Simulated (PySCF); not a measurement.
## Dipole response of Cd (cadmium, neutral)

[Kr] 4d10 5s2, closed-shell 1S. Calculation: PySCF 2.14, in aug-cc-pVTZ-PP with one added diffuse shell each of s, p, d, f, g type with ECP28MDF (7s7p6d4f3g, 113 functions); a scalar-relativistic core potential. Coupled (time-dependent) response in atomic units; α is the mean over directions.

```csv
method,mean α (bohr³),C₆ (like pair),S(−4)
UHF,63.86,615.7,2025
PBE,46.96,423.4,1012
PBE0,50.10,457.2,1171
wB97M-V,53.43,488.9,1402
```

S(−4) is the Cauchy moment in α(ω) = α(0) + S(−4) ω² + …

Reference α: 46 ± 2 bohr³ (recommended; Schwerdtfeger and Nagle, table of static dipole polarizabilities (2023 update)). Published C₆: 405.0 (Gould and Bucko (2016)).

Hartree-Fock lies above the reference because it lacks correlation, which contracts the outer shell.

α(iu) at PBE:

```csv
u (hartree),α(iu) (bohr³)
0,46.96
0.0500,44.58
0.100,38.91
0.200,26.89
0.300,18.94
0.500,11.17
0.750,7.169
1.00,5.198
1.50,3.238
2.00,2.256
3.00,1.287
5.00,0.5750
```

A single London oscillator, α(iu) = α/(1 + u²/ω²), gives C₆ = (3/4) ω α². Matching the computed C₆ needs ω = 4 × 423.4 / (3 × 46.96²) = 0.256 hartree.

Energies and moments cover only the electrons outside the core potential.
